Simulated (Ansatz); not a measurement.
Reaction (isomerisation): `NB(O)CF` → `NC(O)BF`

Calculated with Ansatz (gas phase, PBE0-D4/def2-TZVP geometries, no zero-point term in ΔE). CCSD(T)/CBS adds triple-zeta CCSD(T) − MP2 to the extrapolated MP2 energy (def2 sets, frozen cores). DFT in def2-TZVPP. One conformer a species, not always the lowest.

```json
{"level": "PBE-D4", "ΔE (kJ/mol)": "159.4", "difference from CCSD(T)/CBS": "-6.5"}
{"level": "PBE0-D4", "ΔE (kJ/mol)": "165.3", "difference from CCSD(T)/CBS": "-0.6"}
{"level": "B2PLYP", "ΔE (kJ/mol)": "167.5", "difference from CCSD(T)/CBS": "1.6"}
{"level": "HF/def2-TZVPP", "ΔE (kJ/mol)": "171.7", "difference from CCSD(T)/CBS": "5.8"}
{"level": "MP2/def2-TZVPP", "ΔE (kJ/mol)": "165.2", "difference from CCSD(T)/CBS": "-0.7"}
{"level": "SCS-MP2/def2-TZVPP", "ΔE (kJ/mol)": "164.1", "difference from CCSD(T)/CBS": "-1.8"}
{"level": "CCSD(T)/def2-TZVPP", "ΔE (kJ/mol)": "163.3", "difference from CCSD(T)/CBS": "-2.6"}
{"level": "MP2/def2-QZVPP", "ΔE (kJ/mol)": "166.8", "difference from CCSD(T)/CBS": "0.9"}
{"level": "SCS-MP2/def2-QZVPP", "ΔE (kJ/mol)": "165.7", "difference from CCSD(T)/CBS": "-0.2"}
{"level": "MP2/CBS(def2)", "ΔE (kJ/mol)": "167.8", "difference from CCSD(T)/CBS": "1.9"}
{"level": "CCSD(T)/CBS", "ΔE (kJ/mol)": "165.9", "difference from CCSD(T)/CBS": "0"}
```

Largest T1 diagnostic among the species: 0.013.

From PBE to PBE0 (25 % exact exchange), in def2-TZVPP and without D4, ΔE moves by +5.9 kJ/mol. In def2-TZVPP, CCSD(T) changes the Hartree–Fock value by −8.4 kJ/mol (the triples alone add −2.3 kJ/mol) and MP2 by −6.6 kJ/mol.
